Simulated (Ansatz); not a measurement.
Basis sets compared for [closo-1-(OH)B7H6]2- (B7OH7²⁻). Charge -2, multiplicity 1. Geometry PBE0-D4/def2-SVPD. Ansatz on 4 threads of Intel Xeon on a shared host; times are rough, and most runs start from earlier orbitals.

```tsv
atom	x (Å)	y (Å)	z (Å)
B1	0.6646	1.2027	0.5721
B2	-0.2790	0.1305	1.4275
B3	0.7760	-0.5457	0.0940
B4	-0.5237	-0.4407	-1.1901
B5	-1.0075	-0.8894	0.3386
B6	-1.0230	0.8908	-0.0492
B7	0.4974	0.8618	-1.0475
H8	1.3412	2.1034	1.0518
H9	-0.4077	0.1002	2.6449
O10	1.9040	-1.4738	0.1717
H11	1.6200	-2.2602	-0.2943
H12	-0.8629	-0.9806	-2.2381
H13	-1.7646	-1.8149	0.6098
H14	-1.9753	1.6574	-0.1224
H15	1.0405	1.4585	-1.9688
```

A multiply charged anion in the gas phase is held together partly by the finite basis. At HF/STO-3G, HF/6-31G, PBE-D4/def2-SVPD, PBE-D4/def2-TZVPD and others the highest occupied level of the charge -2 singlet lies above zero (up to 4.28 eV). In Hartree–Fock with 6-31G, STO-3G the lack of diffuse functions raises the level. The electron is either unbound and held by the finite basis, or the level is raised by self-interaction error.

| level | functions | energy (Eh) | HOMO (eV) | LUMO (eV) | wall time |
| --- | --- | --- | --- | --- | --- |
| HF/STO-3G | 47 | -248.2462 | 4.28 | 22.63 | 0.55 s |
| HF/6-31G | 86 | -251.5097 | 1.01 | 13.92 | 1.3 s |
| PBE-D4/def2-SVPD | 219 | -252.9261 | 3.60 | 6.28 | 5.5 s |
| PBE0-D4/def2-SVPD | 219 | -252.9732 | 2.57 | 6.80 | 7.5 s |

Q: Estimate the rows for PBE-D4/def2-TZVPD, PBE0-D4/def2-TZVPD.

A: 
```json
{"level": "PBE-D4/def2-TZVPD", "functions": "362", "energy (Eh)": "-253.1773", "HOMO (eV)": "3.57", "LUMO (eV)": "5.69", "wall time": "10 s"}
{"level": "PBE0-D4/def2-TZVPD", "functions": "362", "energy (Eh)": "-253.2225", "HOMO (eV)": "2.57", "LUMO (eV)": "6.10", "wall time": "15 s"}
```
